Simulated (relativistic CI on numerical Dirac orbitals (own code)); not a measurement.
# Transition arrays of Ni VIII

These numbers are calculated, not measured: Dirac-Coulomb-Breit CI, KLI orbitals optimised for each configuration, QED by a radiative potential, valence Slater integrals scaled by 0.9, whole transition arrays (own radial code, finite nucleus).

Configurations in the expansion (outside the closed core [Ne] 3s2): 3p6.3d3, 3p6.3d2.4f, 3p5.3d4, 3p6.3d2.4p, 3p6.3d2.5f. Levels of other configurations are missing.

All E1 lines from the levels of 3p6.3d3; mean and standard deviation are weighted by gf, and upper levels are sorted by their leading configuration.

| Upper configuration | Lines | Σgf | Mean (eV) | Mean (nm) | σ (eV) | Strongest line (nm) |
| --- | --- | --- | --- | --- | --- | --- |
| 3p6.3d2.4f | 721 | 184.5 | 104.35 | 11.881 | 2.40 | 11.753 |
| 3p5.3d4 | 1743 | 254.8 | 81.71 | 15.174 | 6.44 | 14.040 |
| 3p6.3d2.4p | 441 | 34.2 | 69.35 | 17.878 | 2.03 | 17.808 |
| 3p6.3d2.5f | 721 | 99.3 | 124.07 | 9.993 | 2.50 | 9.877 |

Σgf per state of the lower configuration in bins of 0.2 nm over the central range (centre: value): 9.7: 0.05, 9.9: 0.42, 10.1: 0.26, 10.3: 0.02, 10.5: 0.05, 11.5: 0.11, 11.7: 0.69, 11.9: 0.22, 12.1: 0.34, 12.3: 0.04, 12.5: 0.09, 12.7: 0.01, 12.9: 0.01, 13.7: 0.12, 13.9: 0.06, 14.1: 0.37, 14.3: 0.04, 14.5: 0.17, 14.7: 0.08, 14.9: 0.26, 15.1: 0.09, 15.3: 0.14, 15.5: 0.17, 15.7: 0.05, 15.9: 0.06, 16.1: 0.02, 16.3: 0.04, 16.5: 0.11, 16.7: 0.09, 16.9: 0.03, 17.1: 0.04, 17.3: 0.03, 17.5: 0.07, 17.7: 0.13, 17.9: 0.04, 18.1: 0.03, 18.3: 0.06.

(1) How do configuration mixing and the scaling of the Slater integrals move the arrays?

Results:

(1) Slater scale 0.9, no configuration mixing: 3p6.3d2.4f 104.1 ± 2.2 eV (Σgf 136.3), 3p5.3d4 82.0 ± 6.1 eV (Σgf 326.2), 3p6.3d2.4p 69.2 ± 2.1 eV (Σgf 25.6), 3p6.3d2.5f 124.0 ± 2.4 eV (Σgf 64.8); Slater scale 1: 3p6.3d2.4f 104.5 ± 2.7 eV (Σgf 195.3), 3p5.3d4 83.1 ± 7.1 eV (Σgf 246.9), 3p6.3d2.4p 69.4 ± 2.3 eV (Σgf 34.6), 3p6.3d2.5f 124.1 ± 2.8 eV (Σgf 103.8); Slater scale 0.8: 3p6.3d2.4f 104.2 ± 2.1 eV (Σgf 175.4), 3p5.3d4 80.3 ± 5.8 eV (Σgf 260.6), 3p6.3d2.4p 69.3 ± 1.9 eV (Σgf 33.6), 3p6.3d2.5f 124.0 ± 2.2 eV (Σgf 95.2). With mixing, levels are counted to their leading configuration, so an array can shrink or vanish into another, and the sums then hold other lines.
